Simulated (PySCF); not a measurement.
PySCF input for Si(H)3(NH2) (H5NSi), SMILES N[SiH3], TDA-ωB97X/def2-TZVPD. Geometry: ωB97X-D3(BJ)/def2-TZVP.

```python
import numpy as np
from pyscf import gto, scf, dft, tdscf

mol = gto.M(
    atom='''
    Si   -0.57560992   -0.00268792    0.00000000
    N     1.14634067    0.05809929    0.00000000
    H    -1.05860962    0.69006684    1.21956650
    H    -1.05860962    0.69006685   -1.21956648
    H    -1.17000585   -1.36999042   -0.00000001
    H     1.66068964   -0.18960370    0.83018768
    H     1.66068964   -0.18960368   -0.83018768
    ''',
    basis='def2-TZVPD',
    charge=0,
    spin=0,
    symmetry=True,
    max_memory=1600,
    verbose=4,
)
mf = dft.RKS(mol, xc='wb97x').density_fit(auxbasis='def2-universal-jkfit')
mf.grids.level = 3
mf.conv_tol = 1e-9
mf.max_cycle = 100
mf.kernel()
mf.grids = dft.Grids(mol).set(level=1).build(with_non0tab=True)  # coarser grid for the response kernel
td = tdscf.TDA(mf)
td.singlet = True
td.nstates = 10
td.conv_tol = 1e-4
td.kernel(x0=td.get_init_guess(mf, 15))
td.analyze()
tt = tdscf.TDA(mf)
tt.singlet = False
tt.nstates = 4
tt.conv_tol = 1e-4
tt.kernel(x0=tt.get_init_guess(mf, 9))
tt.analyze(verbose=3)
```

Program output:

```
PySCF version 2.14.0

[INPUT] verbose = 4
[INPUT] num. atoms = 7
[INPUT] num. electrons = 26
[INPUT] charge = 0
[INPUT] spin (= nelec alpha-beta = 2S) = 0
[INPUT] symmetry True subgroup None
[INPUT] Mole.unit = angstrom
[INPUT] Symbol           X                Y                Z      unit          X                Y                Z       unit  Magmom
[INPUT]  1 Si    -0.575609920000  -0.002687920000   0.000000000000 AA   -1.087745103383  -0.005079432645   0.000000000000 Bohr   0.0
[INPUT]  2 N      1.146340670000   0.058099290000   0.000000000000 AA    2.166269911750   0.109791746132   0.000000000000 Bohr   0.0
[INPUT]  3 H     -1.058609620000   0.690066840000   1.219566500000 AA   -2.000482254630   1.304037335244   2.304646675694 Bohr   0.0
[INPUT]  4 H     -1.058609620000   0.690066850000  -1.219566480000 AA   -2.000482254630   1.304037354141  -2.304646637900 Bohr   0.0
[INPUT]  5 H     -1.170005850000  -1.369990420000  -0.000000010000 AA   -2.210990620639  -2.588906687078  -0.000000018897 Bohr   0.0
[INPUT]  6 H      1.660689640000  -0.189603700000   0.830187680000 AA    3.138248597503  -0.358299065204   1.568827347188 Bohr   0.0
[INPUT]  7 H      1.660689640000  -0.189603680000  -0.830187680000 AA    3.138248597503  -0.358299027410  -1.568827347188 Bohr   0.0

nuclear repulsion = 64.7922104538513
point group symmetry = Cs
symmetry origin: [1.70803542e-16 2.90727097e-09 7.26817743e-10]
symmetry axis x: [ 1.00000000e+00 -8.24161291e-11 -5.08976825e-10]
symmetry axis y: [-8.24161295e-11 -1.00000000e+00 -9.08946925e-10]
symmetry axis z: [-5.08976825e-10  9.08946891e-10 -1.00000000e+00]
num. orbitals of irrep A' = 79
num. orbitals of irrep A" = 46
number of shells = 53
number of NR pGTOs = 176
number of NR cGTOs = 125
basis = def2-TZVPD
ecp = {}


******** <class 'pyscf.df.df_jk.DFSymAdaptedRKS'> ********
method = DFSymAdaptedRKS
initial guess = minao
damping factor = 0
level_shift factor = 0
DIIS = <class 'pyscf.scf.diis.CDIIS'>
diis_start_cycle = 1
diis_space = 8
diis_damp = 0
SCF conv_tol = 1e-09
SCF conv_tol_grad = None
SCF max_cycles = 100
direct_scf = False
XC library pyscf.dft.libxc version 7.1.2
    S. Lehtola, C. Steigemann, M. J. T. Oliveira, and M. A. L. Marques,  SoftwareX 7, 1–5 (2018)
XC functionals = wb97x
    J.-D. Chai and M. Head-Gordon,  J. Chem. Phys. 128, 084106 (2008)
radial grids:
    Treutler-Ahlrichs [JCP 102, 346 (1995); DOI:10.1063/1.469408] (M4) radial grids

becke partition: Becke, JCP 88, 2547 (1988); DOI:10.1063/1.454033
pruning grids: <function nwchem_prune>
grids dens level: 3
symmetrized grids: True
atomic radii adjust function: <function treutler_atomic_radii_adjust>
small_rho_cutoff = 0
Freeze 0 electrons in irreps []
    26 free electrons in irreps A' A"
Set gradient conv threshold to 3.16228e-05
Initial guess from minao.
tot grids = 82128
******** <class 'pyscf.df.df.DF'> ********
auxbasis = def2-universal-jkfit
Create RSH-DF object <pyscf.df.df.DF object> for omega=0.3
******** <class 'pyscf.df.df.DF'> ********
auxbasis = auxmol.basis = def2-universal-jkfit
init E= -347.109650174203
HOMO (A') = -0.308204876154612  LUMO (A') = 0.0134957783718122  gap/eV = 8.75392
cycle= 1 E= -347.25229936002  delta_E= -0.143  |g|= 0.354  |ddm|= 1.82
HOMO (A') = -0.306887200452067  LUMO (A') = 0.0688776644795992  gap/eV = 10.22508
cycle= 2 E= -347.263097965213  delta_E= -0.0108  |g|= 0.31  |ddm|= 0.35
HOMO (A') = -0.369179848696426  LUMO (A') = 0.0643087082413526  gap/eV = 11.79582
cycle= 3 E= -347.281383383463  delta_E= -0.0183  |g|= 0.0306  |ddm|= 0.15
HOMO (A') = -0.362744979908229  LUMO (A') = 0.067338047650745  gap/eV = 11.70316
cycle= 4 E= -347.281696461755  delta_E= -0.000313  |g|= 0.00846  |ddm|= 0.0461
HOMO (A') = -0.363607462729519  LUMO (A') = 0.067110923213389  gap/eV = 11.72044
cycle= 5 E= -347.281717892891  delta_E= -2.14e-05  |g|= 0.00159  |ddm|= 0.0161
HOMO (A') = -0.363541652569303  LUMO (A') = 0.0670829351218704  gap/eV = 11.71789
cycle= 6 E= -347.281719214498  delta_E= -1.32e-06  |g|= 0.000393  |ddm|= 0.00546
HOMO (A') = -0.363552449480096  LUMO (A') = 0.0670740614517683  gap/eV = 11.71794
cycle= 7 E= -347.281719328965  delta_E= -1.14e-07  |g|= 9.95e-05  |ddm|= 0.00187
HOMO (A') = -0.363550197531282  LUMO (A') = 0.0670717468109515  gap/eV = 11.71782
cycle= 8 E= -347.281719337806  delta_E= -8.84e-09  |g|= 2.02e-05  |ddm|= 0.000645
HOMO (A') = -0.363553824366413  LUMO (A') = 0.0670698177884658  gap/eV = 11.71787
cycle= 9 E= -347.281719338097  delta_E= -2.9e-10  |g|= 4.39e-06  |ddm|= 0.000123
HOMO (A') = -0.363553551641438  LUMO (A') = 0.0670698802465642  gap/eV = 11.71786
Extra cycle  E= -347.281719338112  delta_E= -1.53e-11  |g|= 1.95e-06  |ddm|= 1.87e-05
converged SCF energy = -347.281719338112
tot grids = 23896


******** <class 'pyscf.tdscf.rks.TDA'> for <class 'pyscf.df.df_jk.DFSymAdaptedRKS'> ********
nstates = 10 singlet
deg_eia_thresh = 1.000e-03
wfnsym = None
conv_tol = 0.0001
eigh lindep = 1e-12
eigh level_shift = 0
eigh max_cycle = 100


Excitation energies (eV)
[6.39348767 7.83557734 8.00376783 8.24920295 8.38361929 8.44901814
 8.71032178 9.21984457 9.46398302 9.54244527]

** Singlet excitation energies and oscillator strengths **
Excited State   1:   A'      6.39349 eV    193.92 nm  f=0.0258
      13 -> 14       -0.67517
      13 -> 15       -0.13979
Excited State   2:   A"      7.83558 eV    158.23 nm  f=0.0025
      13 -> 16       -0.66736
      13 -> 20        0.11371
      13 -> 23        0.13319
Excited State   3:   A'      8.00377 eV    154.91 nm  f=0.0377
      11 -> 15        0.14046
      13 -> 14        0.14468
      13 -> 15       -0.64052
      13 -> 24        0.12147
Excited State   4:   A'      8.24920 eV    150.30 nm  f=0.0331
      11 -> 14       -0.24567
      13 -> 17       -0.43066
      13 -> 18        0.46557
Excited State   5:   A'      8.38362 eV    147.89 nm  f=0.0505
      11 -> 14       -0.13682
      13 -> 17        0.53204
      13 -> 18        0.39704
      13 -> 30        0.11728
Excited State   6:   A"      8.44902 eV    146.74 nm  f=0.0111
      11 -> 19        0.10611
      13 -> 19        0.62615
      13 -> 20        0.10266
      13 -> 23        0.20850
      13 -> 36       -0.13461
Excited State   7:   A"      8.71032 eV    142.34 nm  f=0.0314
      12 -> 14       -0.59730
      12 -> 15       -0.20236
      12 -> 18       -0.22691
Excited State   8:   A'      9.21984 eV    134.48 nm  f=0.0544
      11 -> 14       -0.52537
      11 -> 18       -0.19881
      13 -> 18       -0.27834
      13 -> 21       -0.15089
      13 -> 22       -0.16281
Excited State   9:   A"      9.46398 eV    131.01 nm  f=0.0347
      11 -> 16        0.18969
      12 -> 14       -0.10771
      12 -> 15        0.24490
      12 -> 17        0.19595
      13 -> 19        0.19697
      13 -> 20       -0.43579
      13 -> 23       -0.27680
      13 -> 34       -0.10236
Excited State  10:   A"      9.54245 eV    129.93 nm  f=0.1576
      12 -> 14        0.17678
      12 -> 15       -0.57933
      13 -> 20       -0.11388
      13 -> 23       -0.23365

** Transition electric dipole moments (AU) **
state          X           Y           Z        Dip. S.      Osc.
  1        -0.1457     -0.3791      0.0000      0.1650      0.0258
  2         0.0000      0.0000      0.1140      0.0130      0.0025
  3        -0.1860     -0.3971     -0.0000      0.1923      0.0377
  4         0.1614     -0.3714     -0.0000      0.1640      0.0331
  5        -0.2817     -0.4083     -0.0000      0.2461      0.0505
  6        -0.0000     -0.0000      0.2315      0.0536      0.0111
  7         0.0000     -0.0000     -0.3835      0.1470      0.0314
  8        -0.3443     -0.3497     -0.0000      0.2409      0.0544
  9         0.0000      0.0000     -0.3868      0.1496      0.0347
 10         0.0000      0.0000      0.8209      0.6740      0.1576

** Transition velocity dipole moments (imaginary part, AU) **
state          X           Y           Z        Dip. S.      Osc.
  1        -0.0297     -0.1039      0.0000      0.0117      0.0332
  2         0.0000      0.0000      0.0299      0.0009      0.0021
  3        -0.0424     -0.1312     -0.0000      0.0190      0.0431
  4         0.0230     -0.1157     -0.0000      0.0139      0.0306
  5        -0.0652     -0.1086      0.0000      0.0160      0.0347
  6         0.0000     -0.0000      0.0499      0.0025      0.0053
  7         0.0000     -0.0000     -0.0758      0.0058      0.0120
  8        -0.1059     -0.1123      0.0000      0.0238      0.0469
  9         0.0000      0.0000     -0.1334      0.0178      0.0341
 10         0.0000      0.0000      0.2841      0.0807      0.1534

** Transition magnetic dipole moments (imaginary part, AU) **
state          X           Y           Z
  1         0.0000     -0.0000      1.0838
  2         0.7758     -0.6005      0.0000
  3        -0.0000     -0.0000      0.2267
  4        -0.0000     -0.0000     -0.3747
  5         0.0000     -0.0000     -1.1706
  6        -0.1494     -0.1901      0.0000
  7         0.2355      1.7197      0.0000
  8         0.0000      0.0000     -0.4083
  9         1.0063     -0.2561      0.0000
 10         0.3742     -0.3897      0.0000


******** <class 'pyscf.tdscf.rks.TDA'> for <class 'pyscf.df.df_jk.DFSymAdaptedRKS'> ********
nstates = 4 triplet
deg_eia_thresh = 1.000e-03
wfnsym = None
conv_tol = 0.0001
eigh lindep = 1e-12
eigh level_shift = 0
eigh max_cycle = 100


Excitation energies (eV)
[6.12097088 7.64204062 7.79506261 7.95010193]

** Triplet excitation energies and oscillator strengths **
Excited State   1:   A'      6.12097 eV    202.56 nm  f=0.0000
Excited State   2:   A"      7.64204 eV    162.24 nm  f=0.0000
Excited State   3:   A'      7.79506 eV    159.05 nm  f=0.0000
Excited State   4:   A'      7.95010 eV    155.95 nm  f=0.0000
```

The calculation finished and met its thresholds.

Cost: around 100 core-seconds (rough).
